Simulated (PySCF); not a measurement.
Two-component Hartree-Fock for Ta³⁺ (tantalum, charge +3)

Start: [Xe] 4f14 5d2; 5d3/2 filled at m_j = +1/2, +3/2. Calculated with PySCF 2.14 in x2c-TZVPPall-2c: generalised Hartree-Fock with the X2C-1e Hamiltonian and a Gaussian nucleus; one run each with spin-orbit coupling (SO) switched off, then screened by Boettger's factors.

```csv
spinor shell,electrons,"ε, spin-free (eV)","ε, screened SO (eV)",weight of nominal j (screened SO),"rms radius, screened SO (bohr)"
1s1/2,2,-67804.4,-67784.5,1.000,0.0211
2s1/2,2,-11813.3,-11807.0,1.000,0.0853
2p1/2,2,-10358.4,-11264.5,1.000,0.0726
3s1/2,2,-2789.6,-2787.4,1.000,0.218
3p1/2,2,-2349.3,-2546.7,1.000,0.210
3p3/2,4,-2349.3,-2267.2,1.000,0.225
3d3/2,4,-1830.2,-1865.3,1.000,0.199
3d5/2,6,-1830.2,-1804.8,1.000,0.203
4s1/2,2,-623.04,-622.26,1.000,0.488
4p1/2,2,-475.96,-521.78,1.000,0.497
4p3/2,4,-475.96,-456.60,1.000,0.530
4d3/2,4,-283.89,-291.00,1.000,0.557
4d5/2,6,-283.89,-278.40,1.000,0.569
5s1/2,2,-114.84,-114.59,1.000,1.18
5p1/2,2,-75.727,-83.525,0.984,1.31
5p3/2,4,-75.727,-72.160,0.987,1.39
4f5/2,6,-68.881,-69.696,0.995,0.704
4f7/2,8,-68.881,-67.531,0.999,0.702
5d3/2,2,-35.358,-35.563,0.926,1.96
```

Problem. Where does 2p3/2 lie, and what is the 2p spin-orbit splitting (screened SO)?

Solution. At -9988.7 eV, 1275.9 eV above 2p1/2.

```csv
quantity,spin-free,screened SO
E (hartree),-15591.36837,-15608.74352
M_J,2,2
⟨J²⟩,8.009,6.449
⟨L²⟩,12.007,11.450
⟨S²⟩,2.002,1.898
```

The determinant has a definite M_J but mixes levels of different J.

Each row is a mean over spinors that exchange with the open shell spreads, by up to 3.609 eV (5p1/2).

Breit and QED terms are absent; they matter most for the inner s and p1/2 levels.

Densities and radii are taken from the X2C orbitals without a picture-change correction, which distorts them close to the nucleus.

Without spin-orbit coupling the j labels of p, d and f shells carry no meaning; the spin-free column gives the mean over the occupied spinors of each nl shell, and its ⟨J²⟩ belongs to a mixture of degenerate components.
